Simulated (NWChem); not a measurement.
The numbers come from NWChem runs, not from measurements. System: C2H3F3, charge 1, spin multiplicity 2, at the geometry of a parent with another charge or spin, in a state set for the comparison that need not be this species' ground state. Its SCF solution wasn't tested for a lower state.

The NWChem input:

```
start mol
memory heap 200 mb stack 900 mb global 1100 mb
charge 1
geometry units angstroms nocenter noautoz
  C     -1.462909    -0.119424     0.000000
  C      0.030948     0.002528     0.000000
  F      0.470710     0.662454     1.077263
  F      0.470710     0.662454    -1.077263
  F      0.622526    -1.197235     0.000000
  H     -1.785840    -0.664706     0.895805
  H     -1.785840    -0.664706    -0.895805
  H     -1.912072     0.881740     0.000000
  symmetry group Cs
end
basis spherical
  * library def2-tzvp
end
dft
  xc xpbe96 cpbe96
  odft
  mult 2
  semidirect memsize 60000000 filesize 0
  iterations 100
end
task dft energy
```

The output up to the point where the run's verdict is printed (cleaned and shortened):

```
             Northwest Computational Chemistry Package (NWChem) 7.3.0
             --------------------------------------------------------

                                NWChem Input Module
                                -------------------

 Scaling coordinates for geometry "geometry" by  1.889725989
 (inverse scale =  0.529177249)

 Turning off AUTOSYM since
 SYMMETRY directive was detected!

                             Geometry "geometry" -> ""
                             -------------------------

 Output coordinates in angstroms (scale by  1.889725989 to convert to a.u.)

  No.       Tag          Charge          X              Y              Z
 ---- ---------------- ---------- -------------- -------------- --------------
    1 C                    6.0000    -1.46290900    -0.11942400     0.00000000
    2 C                    6.0000     0.03094800     0.00252800     0.00000000
    3 F                    9.0000     0.47071000     0.66245400     1.07726300
    4 F                    9.0000     0.47071000     0.66245400    -1.07726300
    5 F                    9.0000     0.62252600    -1.19723500     0.00000000
    6 H                    1.0000    -1.78584000    -0.66470600     0.89580500
    7 H                    1.0000    -1.78584000    -0.66470600    -0.89580500
    8 H                    1.0000    -1.91207200     0.88174000     0.00000000

 Effective nuclear repulsion energy (a.u.)     202.2791112338

            Nuclear Dipole moment (a.u.)
            ----------------------------
        X                 Y               Z
 ---------------- ---------------- ----------------
    -0.0000075589     0.0000170075     0.0000000000

      Symmetry information
      --------------------

 Group name             Cs
 Group number              2
 Group order               2
 No. of unique centers     6

      Symmetry unique atoms

     1    2    3    5    6    8


 Summary of "ao basis" -> "" (spherical)
 ------------------------------------------------------------------------------
       Tag                 Description            Shells   Functions and Types
[...]
 d= 0,ls=0.5,diis    75   -376.8609152573 -7.10D-05  3.01D-06  3.74D-04    71.6
                                                     1.37D-05  4.63D-04
 d= 0,ls=0.5,diis    76   -376.8609603433 -4.51D-05  2.46D-06  3.47D-04    72.5
                                                     1.22D-05  4.20D-04
 d= 0,ls=0.5,diis    77   -376.8609973945 -3.71D-05  7.82D-07  3.24D-04    73.4
                                                     1.14D-05  3.84D-04
 d= 0,ls=0.5,diis    78   -376.8610379200 -4.05D-05  9.93D-07  2.82D-04    74.4
                                                     1.08D-05  3.35D-04
 d= 0,ls=0.5,diis    79   -376.8610764721 -3.86D-05  1.04D-06  2.41D-04    75.3
                                                     1.03D-05  2.85D-04
 d= 0,ls=0.5,diis    80   -376.8611114908 -3.50D-05  4.70D-07  2.01D-04    76.2
                                                     9.54D-06  2.39D-04
 d= 0,ls=0.5,diis    81   -376.8611409040 -2.94D-05  1.05D-06  1.70D-04    77.0
                                                     9.13D-06  2.01D-04
 d= 0,ls=0.5,diis    82   -376.8611685091 -2.76D-05  4.56D-07  1.37D-04    77.9
                                                     8.42D-06  1.65D-04
 d= 0,ls=0.5,diis    83   -376.8611907110 -2.22D-05  2.96D-07  1.14D-04    78.8
                                                     7.67D-06  1.37D-04
 d= 0,ls=0.5,diis    84   -376.8612082222 -1.75D-05  3.04D-07  9.57D-05    79.7
                                                     7.05D-06  1.15D-04
 d= 0,ls=0.5,diis    85   -376.8612229919 -1.48D-05  2.85D-07  8.12D-05    80.6
                                                     6.51D-06  9.76D-05
 d= 0,ls=0.5,diis    86   -376.8612355271 -1.25D-05  1.79D-07  6.88D-05    81.5
                                                     5.98D-06  8.25D-05
 d= 0,ls=0.5,diis    87   -376.8612459116 -1.04D-05  1.76D-07  5.88D-05    82.5
                                                     5.53D-06  7.03D-05
 d= 0,ls=0.5,diis    88   -376.8612548996 -8.99D-06  6.78D-08  4.96D-05    83.4
                                                     5.11D-06  5.94D-05
 d= 0,ls=0.5,diis    89   -376.8612625448 -7.65D-06  1.35D-07  4.19D-05    84.3
                                                     4.75D-06  5.02D-05
 d= 0,ls=0.5,diis    90   -376.8612690840 -6.54D-06  1.73D-07  3.54D-05    85.3
                                                     4.45D-06  4.24D-05
 d= 0,ls=0.5,diis    91   -376.8612749188 -5.83D-06  1.05D-07  2.92D-05    86.2
                                                     4.14D-06  3.52D-05
 d= 0,ls=0.5,diis    92   -376.8612798332 -4.91D-06  1.17D-07  2.41D-05    87.1
                                                     3.83D-06  2.92D-05
 d= 0,ls=0.5,diis    93   -376.8612839354 -4.10D-06  1.38D-07  2.00D-05    88.0
                                                     3.50D-06  2.42D-05
 d= 0,ls=0.5,diis    94   -376.8612872072 -3.27D-06  2.04D-07  1.69D-05    89.0
                                                     3.19D-06  2.05D-05
 d= 0,ls=0.5,diis    95   -376.8612898305 -2.62D-06  1.87D-07  1.46D-05    90.0
                                                     2.93D-06  1.75D-05
 d= 0,ls=0.5,diis    96   -376.8612920161 -2.19D-06  1.49D-07  1.26D-05    90.9
                                                     2.68D-06  1.51D-05
 d= 0,ls=0.5,diis    97   -376.8612938438 -1.83D-06  1.30D-07  1.10D-05    91.8
                                                     2.51D-06  1.30D-05
 d= 0,ls=0.5,diis    98   -376.8612954867 -1.64D-06  1.12D-07  9.37D-06    92.7
                                                     2.32D-06  1.11D-05
 d= 0,ls=0.5,diis    99   -376.8612968614 -1.37D-06  5.44D-08  8.06D-06    93.6
                                                     2.16D-06  9.53D-06
 d= 0,ls=0.5,diis   100   -376.8612980875 -1.23D-06  8.33D-08  6.80D-06    94.5
                                                     2.00D-06  8.08D-06
```

The run did not converge; its last values are not results. The next line reads: Calculation failed to converge. NWChem stopped with the message: dft energy failed.
